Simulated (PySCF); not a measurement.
CH₁₀N₂Si₃, SMILES N[Si@@]1([SiH3])NC[SiH2]1.

Geometry: PBE0-D3(BJ)/def2-SVP. The structure was generated by enumeration; whether it is a known compound was not checked. The values are those of a single conformer.

Calculation: SMD-PBE0/def2-SVP (PySCF).

Solvation free energies are E(SMD) − E(gas) at the gas-phase geometry, for 1 M in both phases. In vacuum the dipole moment is 1.59 D.

Task: Rank water, 2-propanol, diethylether by solvation free energy, most negative first.

Result: 2-propanol (-3.6 kcal/mol), diethylether (-3.0 kcal/mol), water (0.9 kcal/mol)
